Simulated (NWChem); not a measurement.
Species: C2H6ClFSi; SMILES F[C@@H](CCl)[SiH3]

```xyz
11

F     -1.5536    -0.3476     0.1039
C     -0.2371    -0.3834    -0.3207
Si     0.4087    -2.1655    -0.0296
C      0.5640     0.6666     0.4025
Cl     0.0239     2.3252     0.0064
H     -0.2229    -0.1639    -1.4043
H      1.7918    -2.2914    -0.5824
H     -0.5054    -3.1154    -0.7239
H      0.4262    -2.4489     1.4357
H      1.6268     0.5927     0.1301
H      0.4670     0.5478     1.4910
```
Atoms are numbered in this order, from 1.

Level: PBE0/def2-SVP (NWChem), optimised geometry, unscaled harmonic frequencies. 

```tsv
frequency (cm⁻¹)	IR intensity (km/mol)
96	2.1
134	0.3
166	2.6
214	0.9
312	9.1
407	11.6
588	14.3
615	33.9
745	47.0
803	18.3
867	11.4
910	213.6
939	31.3
939	44.6
1050	25.0
1132	43.2
1180	8.7
1230	3.5
1307	17.1
1372	14.2
1437	7.4
2234	68.0
2249	83.4
2265	87.6
3065	8.0
3101	8.2
3176	1.7
```

| Property | Value |
|---|---|
| zero-point energy | 46.5 kcal/mol |
| thermal correction to the enthalpy at 298.15 K (with zero-point energy) | 51.4 kcal/mol |
| heat capacity Cv | 23.4 cal/(mol K) |
| entropy at 298.15 K and 1 atm (symmetry number 1) | 83.0 cal/(mol K) |
| dipole moment | 2.46 D |

Rigid rotor and harmonic oscillator; modes under 100 cm⁻¹ make the entropy uncertain.
